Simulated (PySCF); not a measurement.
# Spin states of CuI

Unrestricted PBE0; basis Cu cc-pVTZ-PP with ECP10, I cc-pVTZ-PP with ECP28; scalar-relativistic core potentials; PySCF 2.14. Outer shells of the fragments: Cu 3d10 4s1; I 4d10 5s2 5p5.

Followed along the bond (rough minima from three points):

```
2Ms+1  unpaired  ⟨S²⟩ at the start  R at minimum (Å)  Te (eV)
    1      none               0.00              2.36     0.00
    3  σ ↑, π ↑               2.01              2.48     2.15
```

Solutions found at the starting distance of 2.445 Å, counted from the lowest of them; the search is not exhaustive and high or unbound solutions are not listed, so other states can lie among these:

```csv
2Ms+1,unpaired,term,E (eV),⟨S²⟩,⟨Lz²⟩,μ (D)
1,none,¹Σ⁺,0.00,0.00,0.00,-4.57
3,"σ ↑, π ↑",³Π,2.12,2.01,1.01,-0.15
3,σ ↑↑,³Σ⁺,2.15,2.01,0.00,-1.61
1,"σ ↑, π ↓",mixed,2.23,1.01,1.01,0.01
3,"σ ↑, δ ↑",³Δ,2.67,2.00,4.00,-2.17
1,"σ ↑, δ ↓",mixed,2.79,1.01,4.00,-1.90
3,π ↑↑,mixed,5.27,2.01,2.01,0.83
3,π ↑↑,mixed,5.41,2.01,2.02,0.95
3,π ↑↑,mixed,5.66,2.01,1.70,4.16
1,π ↑↓,mixed,5.71,1.01,2.02,4.18
3,π ↑↑,mixed,5.92,2.01,2.01,4.03
5,"σ ↑, π ↑↑↑",mixed,7.85,6.00,3.02,3.82
5,"σ ↑, π ↑↑↑",mixed,8.25,6.00,3.02,4.04
5,"σ ↑, π ↑↑↑",⁵Π,8.38,6.01,1.00,5.03
```

A term symbol is given only where ⟨S²⟩ and ⟨Lz²⟩ are close to those of a pure state; real π, δ and φ orbitals otherwise mix terms. A positive dipole means Cu(−)I(+).

The measured ground state is X ¹Σ+ (Huber and Herzberg, Constants of Diatomic Molecules (1979)).

Spin–orbit coupling is left out. Counting both spins, an empty level lies below a filled one in some of these solutions, because spin and occupation are held.
